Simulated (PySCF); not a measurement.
Continuum solvent and chemical shifts

Cartesian coordinates in Å; atom numbers follow the order of the lines, from 1:
```xyz
11

Cl    4.127   -2.382   -0.808
C     2.604   -1.549   -0.741
C     2.611   -0.151   -0.685
C     1.379    0.488   -0.634
C     0.213   -0.278   -0.639
C     0.340   -1.663   -0.698
N     1.516   -2.286   -0.748
H     3.553    0.398   -0.683
H     1.330    1.579   -0.589
H    -0.774    0.187   -0.600
H    -0.549   -2.304   -0.704
```

GIAO PBE0/pcSseg-1 in PySCF on one PBE0-D3(BJ)/def2-SVP conformer, non-relativistic, equivalent nuclei averaged. Solvents enter as an IEF-PCM continuum (chloroform with ε = 4.7) around the gas-phase geometry. Shifts are referred to TMS computed in the same medium.

Gas phase, δ in ppm: C2 162.7, C6 155.1, C4 143.3, C3 130.3, C5 126.5, H11 8.50, H9 7.64, H8 7.27, H10 7.08. Dipole moment 3.42 D.

(1) How does each δ change in the continuum?

(2) Which nuclei move most (in ppm), and what does the model miss?

## Answers

(1) 
| atoms | environment | Δδ, chloroform |
| --- | --- | --- |
| C2 | aromatic carbon bearing chlorine | -0.9 |
| C6 | aromatic CH next to a ring nitrogen | +1.2 |
| C4 | aromatic CH | +3.2 |
| C3 | aromatic CH | +1.9 |
| C5 | aromatic CH | +2.9 |
| H11 | hydrogen on an aromatic CH next to a ring nitrogen | +0.07 |
| H9 | hydrogen on an aromatic CH | +0.34 |
| H8 | hydrogen on an aromatic CH | +0.23 |
| H10 | hydrogen on an aromatic CH | +0.34 |

Changes are relative to the gas phase. The dipole moment becomes 4.28 D in chloroform.

(2) C4 (aromatic CH, +3.2 ppm) in chloroform. A continuum only polarises the solute; specific hydrogen bonds, the anisotropy of aromatic solvents and changes of geometry or conformer are outside it.
